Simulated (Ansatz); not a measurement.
Ansatz (an electronic-structure program) input:

Ansatz 0.2 input:
```yaml
crystal:
  periodic: [false, false, false]
  atoms:
    - {symbol: C, position_ang: [-1.10027630, 0.11721448, 0.11355646]}
    - {symbol: N, position_ang: [0.21721531, -0.02314035, -0.02241819]}
    - {symbol: C, position_ang: [1.38591868, -0.14764449, -0.14303682]}
    - {symbol: H, position_ang: [-1.62895613, -0.53962820, 0.78765224]}
    - {symbol: H, position_ang: [-1.60540531, 0.88419074, -0.45384278]}
basis:
  gaussian:
    orbitals: aug-cc-pVDZ
magnetization: {spin_polarized: true, initial_magnetization: 1}
correlation: {method: ccsd_t, electrons: outside_noble_gas}
output: {forces: true}
```

### Question
Predict the final energy.

### Answer
-131.72421 Eh (CCSD(T)/aug-cc-pVDZ). The basis has 87 functions.

It need not be the lowest isomer of its formula.
